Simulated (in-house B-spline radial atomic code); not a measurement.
A run on Co⁻ that did not converge. Method: scalar-relativistic (X2C) TPSSh, spin-polarised, spherical fractional occupations, exact exchange averaged over the configuration, Fermi nucleus of rms radius 3.7875 fm; computed with a B-spline radial code for spherical atoms.

Command:
```bash
python run_scf.py task.json out
```
Settings (nuclear radius in fm, mass in u):
```
Z                27
configuration    [Ar] 3d8 4s2
hamiltonian      x2c
method           tpssh
spin_polarised   True
nucleus          fermi
rms_radius       3.7875
atomic_mass      58.93319
speed_of_light   137.035999084
exact_exchange   averaged over the configuration
```

First and last ten iterations of the last attempt (damped for 15 steps, keeping 80 % of the old Fock matrix, then DIIS):
```
 iter        energy (Eh)    residual
    1       -1367.254504    3.65e-01
    2       -1377.421715    7.30e-01
    3       -1384.472751    4.77e-01
    4       -1388.679283    3.12e-01
    5       -1391.017103    1.99e-01
    6       -1392.212042    1.43e-01
    7       -1392.772716    9.59e-02
    8       -1393.021753    6.86e-02
    9       -1393.135832    5.03e-02
   10       -1393.195127    3.61e-02
  111       -1389.576851    1.45e-01
  112       -1389.557666    1.46e-01
  113       -1389.563767    1.46e-01
  114       -1390.466210    1.41e-01
  115       -1389.477275    1.48e-01
  116       -1367.158541    3.65e-01
  117       -1390.547639    1.40e-01
  118       -1383.236798    1.98e-01
  119       -1342.538787    4.91e-01
  120       -1342.541301    4.89e-01
 not converged after 120 iterations
```

The smallest residual met was 8.1e-03; the threshold is about 3e-07. No energy from this run should be used. Run time, properties included: 9.2 s on 1 thread of Arm Neoverse N1 (shared host).
